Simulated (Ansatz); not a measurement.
Cost and result for the atomization energy of `N[SiH](Cl)Br` (7 atoms, 6 bonds).

| atom | x (Å) | y (Å) | z (Å) |
| --- | --- | --- | --- |
| N1 | -0.246 | 1.041 | 0.359 |
| Si2 | 0.319 | -0.493 | -0.080 |
| Cl3 | -0.213 | -1.792 | 1.401 |
| Br4 | -0.510 | -1.295 | -1.985 |
| H5 | -1.177 | 1.153 | 0.726 |
| H6 | 0.045 | 1.849 | -0.170 |
| H7 | 1.782 | -0.463 | -0.251 |

Total charge 0; spin multiplicity 1. Correlated methods include outer-core shells of Br, which these sets cover unevenly. Scalar relativity is left out up to krypton. The structure was optimised at the PBE0-D4/def2-TZVP level. It is one conformer, not always the lowest. Program: Ansatz. All runs use 4 threads of a server CPU on a shared host. Times are those of one run each, without the atoms' runs, and a repeat can differ threefold. Electronic energies, without spin–orbit coupling; frozen cores. CCSD(T)/CBS adds CCSD(T) − MP2 in def2-TZVPP to the MP2 limit, and its time is that of the two runs behind it. T1 = 0.008. With those shells the extrapolation isn't a true limit. B3LYP takes the VWN-RPA correlation (the form of Gaussian; ORCA's B3LYP/G). HSE06 is the plane-wave form, built on full-range PBE exchange.

CCSD(T)/CBS is a level of theory with its own doubt, some kJ/mol a heavy atom from the limit and from the frozen cores, so smaller differences don't rank the functionals.

```json
{"level": "BLYP-D4/def2-TZVPP", "functions": "205", "wall time": "1.6 s", "atomization (kJ/mol)": "2240.9", "difference from CCSD(T)/CBS": "-35.4", "per bond": "-5.9"}
{"level": "PBE-D4/def2-TZVPP (with forces)", "functions": "205", "wall time": "1.9 s", "atomization (kJ/mol)": "2288.8", "difference from CCSD(T)/CBS": "12.5", "per bond": "2.1"}
{"level": "HSE06-D4/def2-TZVPP", "functions": "205", "wall time": "2.9 s", "atomization (kJ/mol)": "2257.0", "difference from CCSD(T)/CBS": "-19.3", "per bond": "-3.2"}
{"level": "BHLYP-D4/def2-TZVPP", "functions": "205", "wall time": "2.9 s", "atomization (kJ/mol)": "2195.2", "difference from CCSD(T)/CBS": "-81.1", "per bond": "-13.5"}
{"level": "CAM-B3LYP-D4/def2-TZVPP", "functions": "205", "wall time": "3 s", "atomization (kJ/mol)": "2256.5", "difference from CCSD(T)/CBS": "-19.8", "per bond": "-3.3"}
{"level": "CCSD(T)/def2-SVP", "functions": "97", "wall time": "3.2 s", "atomization (kJ/mol)": "2047.2", "difference from CCSD(T)/CBS": "-229.1", "per bond": "-38.2"}
{"level": "B3LYP-D4/def2-TZVPP (with forces)", "functions": "205", "wall time": "3.9 s", "atomization (kJ/mol)": "2249.4", "difference from CCSD(T)/CBS": "-26.9", "per bond": "-4.5"}
{"level": "r2SCAN-D4/def2-TZVPP (with forces)", "functions": "205", "wall time": "4.4 s", "atomization (kJ/mol)": "2265.5", "difference from CCSD(T)/CBS": "-10.8", "per bond": "-1.8"}
{"level": "PBE-QIDH/def2-TZVPP", "functions": "205", "wall time": "4.4 s", "atomization (kJ/mol)": "2243.9", "difference from CCSD(T)/CBS": "-32.4", "per bond": "-5.4"}
{"level": "ωB97M-V/def2-TZVPP (with forces)", "functions": "205", "wall time": "9.5 s", "atomization (kJ/mol)": "2274.1", "difference from CCSD(T)/CBS": "-2.2", "per bond": "-0.4"}
{"level": "MP2/def2-QZVPP", "functions": "376", "wall time": "14 s", "atomization (kJ/mol)": "2291.4", "difference from CCSD(T)/CBS": "15.1", "per bond": "2.5"}
{"level": "CCSD(T)/def2-TZVPP", "functions": "205", "wall time": "78 s", "atomization (kJ/mol)": "2185.8", "difference from CCSD(T)/CBS": "-90.5", "per bond": "-15.1"}
{"level": "CCSD(T)/CBS(def2)", "functions": "–", "wall time": "92 s", "atomization (kJ/mol)": "2276.3", "difference from CCSD(T)/CBS": "0.0", "per bond": "0.0"}
```

From PBE to PBE0 (25 % exact exchange), in def2-TZVPP and without D4, the atomization energy moves by −30.6 kJ/mol: exact exchange takes away binding that semilocal exchange gives to molecules. In def2-TZVPP, CCSD(T) changes the Hartree–Fock value by +582.8 kJ/mol (the triples alone add +38.3 kJ/mol) and MP2 by +634.7 kJ/mol; breaking electron pairs costs correlation energy, which Hartree–Fock lacks. At CCSD(T), def2-SVP lies −229.2 kJ/mol from the extrapolated value and def2-TZVPP −90.5 kJ/mol: correlation converges slowly with the basis, and small sets miss more of it in the bonded molecule than in its fragments.
